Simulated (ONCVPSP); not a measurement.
Configuration tests for Cr (ONCV)

* Element: Cr (Z = 24)
* Generator: ONCVPSP 4.0.1
* Type: optimised norm-conserving Vanderbilt (ONCV)
* Functional: PBE
* Relativity: scalar-relativistic
* Frozen core: [Ar]
* Valence charge: 6
* Reference configuration: 3d5 4s0.5 4p0.5
* Partial waves: 4s: rc 2.95 bohr, ncon 5, nbas 8, qcut 2.4 1/bohr, 1 projector; 4p: rc 4.00 bohr, ncon 3, nbas 7, qcut 2.2 1/bohr, 1 projector; 3d: rc 1.35 bohr, ncon 4, nbas 9, qcut 11.6 1/bohr, 2 projectors, debl 1 Ha
* Local potential: polynomial inside 0.95 bohr (lpopt 2, dvloc0 4 Ha)
* Core correction: none

Energies are relative to the spin-unpolarised reference configuration 3d5 4s0.5 4p0.5; without spin polarisation the order of configurations can differ from experiment. Not all tests gave a result: 1 of 4 tests not solved or not reliable.

```tsv
valence configuration	charge	ΔE all-electron (eV)	error AE − PS (meV)
3d5 4s1 4p0	0	-1.534	+2.3
3d5 4s0 4p0	+1	5.368	+9.6
3d4 4s2 4p0	0	-1.634	-102
```

Levels in the configuration 3d4 4s2 4p0:

```json
{"level": "3d", "all-electron (eV)": "-5.995", "pseudo (eV)": "-6.246"}
{"level": "4s", "all-electron (eV)": "-4.912", "pseudo (eV)": "-4.902"}
```

Note: ghosts flagged at negative energy: s at -18.5 eV; GHOST(+) flagged for p at 12.2 eV. A true bound ghost makes a file unfit for plane-wave use.
